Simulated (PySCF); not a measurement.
BeCl2, SMILES [Cl][Be][Cl].

The structure is a stationary point at PBE-D3(BJ)/def2-TZVP. The isomer is the one that the SMILES or the coordinates give; other isomers of the formula were not compared.

Level of theory: PBE-D3(BJ)/def2-TZVP in PySCF.

Frequencies are harmonic and unscaled.

Modes within 1.5 cm⁻¹ of each other (mostly degenerate sets) share a row, with their intensities summed.

| mode | ν (cm⁻¹) | IR (km/mol) | moving atoms (share of kinetic energy) |
|---|---|---|---|
| 1–2 | 233 | 73.7 | Be 89 %, Cl 11 % |
| 3 | 387 | 0.0 | Cl 100 % |
| 4 | 1115 | 414.7 | Be 89 %, Cl 11 % |
